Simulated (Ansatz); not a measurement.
Basis sets compared for the cluster K3I2⁺. Charge 1, multiplicity 1. Geometry r2SCAN-D4/def2-SVP. Ansatz on 4 threads of Intel Xeon on a shared host; times are rough, and most runs start from earlier orbitals.

```xyz
5

K     4.422    2.074    4.281
K     0.009   -0.031    0.005
K    -4.432   -2.036   -4.289
I     2.277    1.048    2.151
I    -2.276   -1.056   -2.149
```

In the def2 sets I takes a core potential; there is no spin–orbit coupling. Another isomer (singlet) lies 0.35 eV lower at PBE0-D4/def2-TZVP; other spin states weren't run for this one.

```tsv
level	functions	energy (Eh)	HOMO (eV)	LUMO (eV)	wall time
PBE-D4/def2-SVP	124	-2394.3404	-7.42	-4.05	3.1 s
PBE0-D4/def2-SVP	124	-2394.5524	-8.49	-3.50	5 s
```

(1) Estimate the rows for PBE-D4/def2-TZVP (with forces), PBE0-D4/def2-TZVP.

## Answers

(1) 
```csv
level,functions,energy (Eh),HOMO (eV),LUMO (eV),wall time
PBE-D4/def2-TZVP (with forces),199,-2394.5945,-7.57,-4.07,6 s
PBE0-D4/def2-TZVP,199,-2394.8002,-8.62,-3.50,9.1 s
```
